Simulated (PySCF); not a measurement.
CrCl4: multiplets, ligand field and magnetism

CrCl4 holds Cr(IV), d2, at total charge 0. The structure is a PBE0-D3(BJ)/def2-TZVP geometry optimised for multiplicity 3; coordination tetrahedral, point group Td, metal–donor distances 2.09 Å.

```
5

Cr    0.000    0.000    0.000
Cl    1.209    1.209    1.209
Cl   -1.209    1.209   -1.209
Cl    1.209   -1.209   -1.209
Cl   -1.209   -1.209    1.209
```

Method (PySCF 2.14, density fitting): CASSCF(2,5) with orbitals averaged over all microstates of the shell, strongly contracted NEVPT2 on the averaged canonical orbitals; basis x2c-TZVPall on the metal, x2c-SVPall elsewhere; spin-free X2C; gas phase; spin-orbit coupling by state interaction with the mean-field operator over all roots.

## Spin-free states

```tsv
2S+1	deg.	symmetry	free-ion term	CASSCF / cm⁻¹	NEVPT2 / cm⁻¹	f(ED)	occupations
3	1	3A2	3F 1.00	0	0	–	1.0 1.0 0.0 0.0 0.0
1	2	1E	1D 0.74	13818	12018	–	1.0 1.0 0.0 0.0 0.0
3	3	3T2	3F 1.00	9250	12698	0	0.5 0.5 0.3 0.3 0.3
3	3	3T1	3F 0.83	15159	18827	6.7e-03	0.3 0.3 0.5 0.5 0.5
1	1	1A1	1G 0.94	22996	20697	–	0.8 0.8 0.1 0.1 0.1
1	3	1T2	1D 0.81	21893	23466	–	0.5 0.5 0.4 0.4 0.4
1	3	1T1	1G 1.00	25396	26174	–	0.5 0.5 0.3 0.3 0.3
3	3	3T1	3P 0.83	25396	26733	6.1e-03	0.2 0.2 0.5 0.5 0.5
1	2	1E	1G 0.74	31548	34141	–	0.0 0.0 0.7 0.7 0.7
1	3	1T2	1G 0.81	33553	35408	–	0.0 0.0 0.6 0.6 0.6
1	1	1A1	1S 0.94	53849	48015	–	0.2 0.2 0.5 0.5 0.5
```

Energies are counted from the ground state at NEVPT2 level. Weights follow the labels. f(ED) is the electric-dipole oscillator strength from the ground state at the fixed geometry, without vibronic coupling; occupations, where given, run over the ligand-field orbitals from the lowest.

## Ligand-field fit

```json
{"cm⁻¹": "10Dq", "CASSCF": "8598"}
{"cm⁻¹": "B", "CASSCF": "825"}
{"cm⁻¹": "B, free ion", "CASSCF": "1260"}
{"cm⁻¹": "C", "CASSCF": "3250"}
{"cm⁻¹": "C, free ion", "CASSCF": "4759"}
{"cm⁻¹": "rms of the fit", "CASSCF": "549"}
```

| orbital | CASSCF / cm⁻¹ | metal share | main function |
| --- | --- | --- | --- |
| 1 | 0 | 0.90 | degenerate set |
| 2 | 0 | 0.90 | degenerate set |
| 3 | 8598 | 0.75 | degenerate set |
| 4 | 8598 | 0.75 | degenerate set |
| 5 | 8598 | 0.75 | degenerate set |

ζ = 195 cm⁻¹, against 319 for the free ion.

Spin-orbit levels:

| E / cm⁻¹ | deg. | make-up |
| --- | --- | --- |
| 0.0 | 3 | 1.00 3A2 |
| 11920.6 | 2 | 0.89 1E + 0.11 3T2 |
| 12664.2 | 1 | 1.00 3T2 |
| 12685.0 | 3 | 1.00 3T2 |
| 12724.3 | 3 | 1.00 3T2 |
| 12809.9 | 2 | 0.89 3T2 + 0.11 1E |
| 18724.8 | 3 | 1.00 3T1 |
| 18740.6 | 2 | 1.00 3T1 |
| 18949.8 | 3 | 1.00 3T1 |
| 19032.7 | 1 | 0.99 3T1 |
| 20729.5 | 1 | 0.99 1A1 |
| 23458.4 | 3 | 0.99 1T2 |
| 26164.0 | 3 | 0.96 1T1 + 0.04 3T1 |
| 26558.4 | 1 | 1.00 3T1 |
| 26676.0 | 3 | 0.96 3T1 + 0.04 1T1 |
| 26837.5 | 2 | 1.00 3T1 |

Only the lowest levels are listed: 36 of 45 states.

Magnetism:

The ground multiplet follows a spin Hamiltonian with S = 1, g = 1.949, 1.949, 1.949, D = 0 (spin-orbit part alone); the lowest levels hold 100 % of the spin-free ground state. μeff is 2.80 μB at 300 K and 2.76 μB at 10 K; the spin-only value is 2.83 μB.

```json
{"T / K": "2", "χT / cm³ K mol⁻¹": "0.950", "μeff / μB": "2.76"}
{"T / K": "5", "χT / cm³ K mol⁻¹": "0.950", "μeff / μB": "2.76"}
{"T / K": "10", "χT / cm³ K mol⁻¹": "0.951", "μeff / μB": "2.76"}
{"T / K": "20", "χT / cm³ K mol⁻¹": "0.952", "μeff / μB": "2.76"}
{"T / K": "30", "χT / cm³ K mol⁻¹": "0.953", "μeff / μB": "2.76"}
{"T / K": "50", "χT / cm³ K mol⁻¹": "0.954", "μeff / μB": "2.76"}
{"T / K": "75", "χT / cm³ K mol⁻¹": "0.957", "μeff / μB": "2.77"}
{"T / K": "100", "χT / cm³ K mol⁻¹": "0.959", "μeff / μB": "2.77"}
{"T / K": "150", "χT / cm³ K mol⁻¹": "0.964", "μeff / μB": "2.78"}
{"T / K": "200", "χT / cm³ K mol⁻¹": "0.968", "μeff / μB": "2.78"}
{"T / K": "250", "χT / cm³ K mol⁻¹": "0.973", "μeff / μB": "2.79"}
{"T / K": "300", "χT / cm³ K mol⁻¹": "0.978", "μeff / μB": "2.80"}
```

Powder magnetisation at 2 K: 0.42 μB at 0.5 T, 0.80 μB at 1 T, 1.34 μB at 2 T, 1.65 μB at 3 T, 1.87 μB at 5 T, 1.93 μB at 7 T.

No frequencies were computed for the optimised geometry. Charge-transfer states lie outside this active space and may come lower than some of these levels. NEVPT2 lifts 3T2 from 9250 to 12698 cm⁻¹; on the d shell alone such lifts tend to overshoot. An active orbital has only 0.72 squared overlap with the free ion's shell, so the metal shell alone is a small active space here. NEVPT2 on the d shell alone tends to put d–d bands too high for such charged or covalently bound ions.

The job took 6.8 s on one thread of Arm Neoverse V2 (shared host), with 120 basis functions, launched as `OMP_NUM_THREADS=1 python lf_run.py task.json out`.
